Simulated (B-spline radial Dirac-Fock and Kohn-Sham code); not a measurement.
## Dipole and non-dipole photoemission parameters of In 4d3/2

System: the free indium atom, configuration [Kr] 4d10 5s2 5p1; threshold 24.66 eV (orbital energy of the model). Model: Dirac-Hartree-Slater photoionisation with a Latter tail; cross sections with all multipoles, angular parameters from the dipole term and its interference with E2. Program: a radial B-spline solver.

```
hν (eV)   σ (kb)       β       γ       δ
     60    12300   0.705  -0.008   0.003
   80.7     2890   1.373  -0.032   0.000
   86.6     1780   1.563  -0.047   0.000
   92.1     1130   1.734  -0.063   0.000
   99.7      598   1.931  -0.091   0.001
    100      583   1.937  -0.092   0.001
    169      193  -0.399   0.155  -0.004
    179        ?       ?       ?       ?
    187      232  -0.084   0.131  -0.007
    255      276   0.557   0.051  -0.009
    300      259   0.765   0.017  -0.007
    371      214   0.967  -0.015  -0.002
    423      181   1.061  -0.026   0.001
    474      154   1.129  -0.028   0.005
    600      103   1.235  -0.014   0.012
    893     45.0   1.325   0.074   0.025
    968     37.3   1.332   0.102   0.028
   1030     32.2   1.335   0.125   0.030
   1100     27.5   1.336   0.151   0.033
   1330     17.1   1.329   0.238   0.040
   1880     6.70   1.279   0.427   0.058
   2700     2.31   1.188   0.661   0.084
   4000    0.661   1.056   0.935   0.128
   4030    0.645   1.054   0.940   0.129
   4310    0.515   1.029   0.987   0.138
   5060    0.299   0.968   1.097   0.164
 8047.8   0.0575   0.786   1.394   0.264
  10400   0.0221   0.686   1.538   0.338
  12000   0.0128   0.631   1.610   0.386
  15000  0.00536   0.548   1.705   0.473
```

**Question.** Give the values at 179 eV.

**Answer.** σ = 216 kb, β = -0.213, γ = 0.142, δ = -0.006.

Values without a named source are computed, but for edge energies of neutral atoms, which are taken from tables.
